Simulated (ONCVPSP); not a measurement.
## La (Z = 57), ONCV: configuration errors across variants

ONCVPSP 4.0.1 input, shortened (lines: element, Z, core and valence counts, functional; n l f; lmax; l rc ep ncon nbas qcut; lloc lpopt rc5 dvloc0; l nproj debl; icmod fcfact rcfact), PBE, scalar-relativistic:

```
  La 57.00    9    5        4      upf
    1    0    2.00
    2    0    2.00
    2    1    6.00
    3    0    2.00
    3    1    6.00
    3    2   10.00
    4    0    2.00
    4    1    6.00
    4    2   10.00
    5    0    2.00
    5    1    6.00
    5    2    1.00
    6    0    1.50
    6    1    0.50
    3
    0    2.75    0.00    5    9    4.20
    1    3.10    0.00    4    8    3.50
    2    2.65    0.00    4    8    3.20
    3    3.30    0.44    3    7    3.70
    4    5    2.45    0.00
    0    2    0.30
    1    2    0.60
    2    1    3.40
    3    3    2.70
    3    5.50    1.65
```

In the f channel the program set the typed energies aside and used -0.180, 2.520, 5.220 Ha.

All-electron excitation energies from the reference (eV): (1) 5s2 5p6 5d1 6s2 6p0 -1.176; (2) 5s2 5p6 5d1 6s1 6p0 4.790; (3) 5s2 5p6 5d1 6s0 6p0 15.678.

2 further variants failed, have other tests or too few solved ones, and are left out.

A true bound ghost makes a file unfit for plane-wave use even where its test errors are small: the radial tests pick states by their node count and pass the ghost by.

Errors AE − PS in meV (a dash: test not solved or not reliable):

| change | (1) | (2) | (3) | bound ghosts | GHOST(+) flags above zero |
| --- | --- | --- | --- | --- | --- |
| base | -0.5 | -1.8 | -17 | f | s, f |
| d: rc 3.48 | -0.5 | -2.0 | -21 | f | s, f |
| d: qcut 3.9 | -0.5 | -1.8 | -17 | f | s, f |

**Question.** Give the same row for: local potential polynomial inside 2.45 bohr (lpopt 5, dvloc0 -2.5 Ha).

**Answer.** -0.4, -1.7, -16; bound ghosts: none; GHOST(+) flags above zero: s.
